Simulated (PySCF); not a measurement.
C₃H₄O₃, charge -1, doublet, at a GFN2-xTB geometry (a state made from the parent by changing its charge; the spin is typed, not shown lowest) (in this run its highest filled SCF level lies above zero, so its values depend strongly on the basis, on diffuse functions most of all); PySCF with PBE0/6-311G**.

Here is a job for PySCF.
```python
from pyscf import gto, scf, dft

mol = gto.M(
    atom='''
O     1.717424   -0.031777    0.852527
C     0.976368   -0.066285   -0.170283
O     0.016163   -1.171644   -0.337175
C    -1.226278   -0.707744    0.074300
C    -1.141043    0.840610   -0.039694
O     0.141270    1.101011   -0.504495
H    -1.447214   -1.003519    1.115832
H    -2.008028   -1.124098   -0.580132
H    -1.877899    1.239779   -0.754167
H    -1.319989    1.307624    0.945679
''',
    basis='6-311g**',
    charge=-1,
    spin=1,
    verbose=4,
)

mf = dft.UKS(mol)
mf.xc = 'pbe0'
mf.grids.atom_grid = (99, 590)
mf.grids.prune = None
mf.kernel()
```

Output, abridged:

```
PySCF version 2.14.0

[INPUT] verbose = 4
[INPUT] num. atoms = 10
[INPUT] num. electrons = 47
[INPUT] charge = -1
[INPUT] spin (= nelec alpha-beta = 2S) = 1
[INPUT] symmetry False subgroup None
[INPUT] Mole.unit = angstrom
[INPUT] Symbol           X                Y                Z      unit          X                Y                Z       unit  Magmom
[INPUT]  1 O      1.717424000000  -0.031777000000   0.852527000000 AA    3.245460999755  -0.060049827060   1.611042543797 Bohr   0.0
[INPUT]  2 C      0.976368000000  -0.066285000000  -0.170283000000 AA    1.845068116789  -0.125260496167  -0.321788233669 Bohr   0.0
[INPUT]  3 O      0.016163000000  -1.171644000000  -0.337175000000 AA    0.030543643351  -2.214086275490  -0.637168406050 Bohr   0.0
[INPUT]  4 C     -1.226278000000  -0.707744000000   0.074300000000 AA   -2.317329572579  -1.337442326304   0.140406651055 Bohr   0.0
[INPUT]  5 C     -1.141043000000   0.840610000000  -0.039694000000 AA   -2.156258766352   1.588522677571  -0.075010788788 Bohr   0.0
[INPUT]  6 O      0.141270000000   1.101011000000  -0.504495000000 AA    0.266961609617   2.080609250134  -0.953357381212 Bohr   0.0
[INPUT]  7 H     -1.447214000000  -1.003519000000   1.115832000000 AA   -2.734838103636  -1.896376070797   2.108616881026 Bohr   0.0
[INPUT]  8 H     -2.008028000000  -1.124098000000  -0.580132000000 AA   -3.794622970458  -2.124237357171  -1.096290596096 Bohr   0.0
[INPUT]  9 H     -1.877899000000   1.239779000000  -0.754167000000 AA   -3.548714799595   2.342842764987  -1.425169082185 Bohr   0.0
[INPUT] 10 H     -1.319989000000   1.307624000000   0.945679000000 AA   -2.494417697439   2.471051233908   1.787074311753 Bohr   0.0

nuclear repulsion = 242.522531522219
number of shells = 64
number of NR pGTOs = 218
number of NR cGTOs = 132
basis = 6-311g**
ecp = {}

******** <class 'pyscf.dft.uks.UKS'> ********
method = UKS
initial guess = minao
damping factor = 0
level_shift factor = 0
DIIS = <class 'pyscf.scf.diis.CDIIS'>
diis_start_cycle = 1
diis_space = 8
diis_damp = 0
SCF conv_tol = 1e-09
SCF conv_tol_grad = None
SCF max_cycles = 50
direct_scf = True
direct_scf_tol = 1e-13
number electrons alpha = 24  beta = 23
XC library pyscf.dft.libxc version 7.1.2
    S. Lehtola, C. Steigemann, M. J. T. Oliveira, and M. A. L. Marques,  SoftwareX 7, 1–5 (2018)
XC functionals = pbe0
    C. Adamo and V. Barone,  J. Chem. Phys. 110, 6158 (1999)
    M. Ernzerhof and G. E. Scuseria,  J. Chem. Phys. 110, 5029 (1999)
radial grids:
    Treutler-Ahlrichs [JCP 102, 346 (1995); DOI:10.1063/1.469408] (M4) radial grids

becke partition: Becke, JCP 88, 2547 (1988); DOI:10.1063/1.454033
pruning grids: None
grids dens level: 3
symmetrized grids: False
atomic radii adjust function: <function treutler_atomic_radii_adjust>
User specified grid scheme (99, 590)
small_rho_cutoff = 0
Set gradient conv threshold to 3.16228e-05
tot grids = 584104
init E= -342.815255662122

cycle= 1 E= -341.82676550447  delta_E= 0.988  |g|= 0.777  |ddm|= 2.01
cycle= 2 E= -340.920613929064  delta_E= 0.906  |g|= 1.53  |ddm|= 6.24
cycle= 3 E= -342.000162341016  delta_E= -1.08  |g|= 0.35  |ddm|= 6.15
cycle= 4 E= -342.050052054555  delta_E= -0.0499  |g|= 0.0925  |ddm|= 0.314
cycle= 5 E= -342.053393890908  delta_E= -0.00334  |g|= 0.0432  |ddm|= 0.135
cycle= 6 E= -342.054124038755  delta_E= -0.00073  |g|= 0.0166  |ddm|= 0.0567
cycle= 7 E= -342.054258417377  delta_E= -0.000134  |g|= 0.00337  |ddm|= 0.0171
cycle= 8 E= -342.054273507869  delta_E= -1.51e-05  |g|= 0.00159  |ddm|= 0.00811
cycle= 9 E= -342.054276223402  delta_E= -2.72e-06  |g|= 0.000678  |ddm|= 0.00341
cycle= 10 E= -342.054276592391  delta_E= -3.69e-07  |g|= 0.000247  |ddm|= 0.00158
cycle= 11 E= -342.054276645908  delta_E= -5.35e-08  |g|= 6.65e-05  |ddm|= 0.000553
cycle= 12 E= -342.054276649465  delta_E= -3.56e-09  |g|= 3.64e-05  |ddm|= 0.000264
cycle= 13 E= -342.054276649971  delta_E= -5.05e-10  |g|= 1.41e-05  |ddm|= 4.26e-05
Extra cycle  E= -342.054276649927  delta_E= 4.39e-11  |g|= 1.98e-05  |ddm|= 2.65e-05
converged SCF energy = -342.054276649927  <S^2> = 0.75377395  2S+1 = 2.0037704
```
